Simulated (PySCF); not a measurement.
Molecule: `N[SiH2]S[SiH3]`, H7NSSi2.

Cartesian coordinates in Å; atom numbers follow the order of the lines, from 1:
```xyz
11

N    -1.629    0.432   -0.773
Si   -1.180   -0.574    0.546
S     0.628    0.265    1.361
Si    2.060    0.193   -0.228
H    -1.513    1.429   -0.687
H    -2.472    0.224   -1.284
H    -2.047   -0.620    1.717
H    -0.916   -1.891   -0.018
H     1.462   -0.468   -1.378
H     3.194   -0.558    0.292
H     2.419    1.572   -0.534
```

Frames of a GFN2-xTB Langevin trajectory at 400 K; GIAO PBE0/pcSseg-1 shieldings in PySCF 2.14, gas phase, non-relativistic; equivalent atoms averaged within each frame.

Shifts are taken against calculated references (same method and geometry level): ¹⁵N (σref 267.73) against NH3; ²⁹Si (σref 349.16) and ¹H (σref 31.72) against TMS; ³³S (σref 503.73) vs CS2. The references are static minima.

Question: How do the shifts (ppm) fluctuate along the trajectory?

Answer: 
```tsv
time (fs)	N1	Si2	Si4	S3	H7/H8	H9/H10/H11	H5/H6
250	19.9	-22.4	-60.7	-289	5.72	4.47	1.21
425	17.5	-16.1	-37.4	-230	5.04	4.63	-0.03
625	23.0	-31.4	-51.1	-223	6.09	5.19	0.20
800	29.2	-10.4	-54.3	-257	5.71	5.91	0.32
1000	22.1	-29.5	-70.1	-294	6.40	5.09	0.57
mean of frames	22.3	-22.0	-54.7	-259	5.79	5.06	0.45
standard deviation	4.4	8.9	12.1	33	0.51	0.56	0.48
```

5 frames give an uncertainty of the mean of about the standard deviation over 2.2 at best, since frames this close in time may not be independent; classical motion lacks zero-point vibration, and the reference would need the same averaging.
